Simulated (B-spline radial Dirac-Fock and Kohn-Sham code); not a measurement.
X-ray scattering factor of Pr⁴⁸⁺

System: Pr⁴⁸⁺ in the configuration [Ne] 3s1.

These are calculated numbers from a radial atomic solver; the model is configuration-average Dirac-Fock orbitals. f₀ is the Fourier transform of the spherical electron density, S the Waller-Hartree incoherent function, and s = sin θ/λ. The electron scattering factor follows from the Mott-Bethe formula f_e = 0.023934 Å⁻¹·(Z − f₀)/s².

```
s (Å⁻¹)      f₀      S  f_e (Å)
      0  11.000  0.000        –
    0.1  10.989  0.017  114.909
   0.12  10.984  0.024   79.806
   0.15  10.975  0.037   51.085
   0.18  10.965  0.054   35.484
   0.22  10.947  0.080   23.762
   0.26  10.926  0.111   17.021
   0.32  10.889  0.166   11.245
   0.39  10.836  0.244    7.579
   0.48  10.753  0.361    5.012
   0.59  10.632  0.528    3.326
   0.72  10.463  0.753    2.241
   0.88  10.220  1.055    1.508
   1.07   9.892  1.434    1.027
   1.31   9.433  1.918    0.691
   1.59   8.861  2.469    0.475
   1.95   8.111  3.153    0.320
   2.38   7.240  3.952    0.219
    2.9   6.259  4.890    0.150
   3.54   5.172  5.940    0.103
   4.33   4.029  7.012    0.070
   5.28   2.972  7.973    0.048
   6.45   2.123  8.760    0.033
```

f₀ starts at the number of electrons, 11, and has fallen to half at s ≈ 3.35 Å⁻¹. The sum of ⟨r²⟩ over the electrons is 0.1492 bohr². For an ion f_e diverges as s goes to zero, because of the net charge.
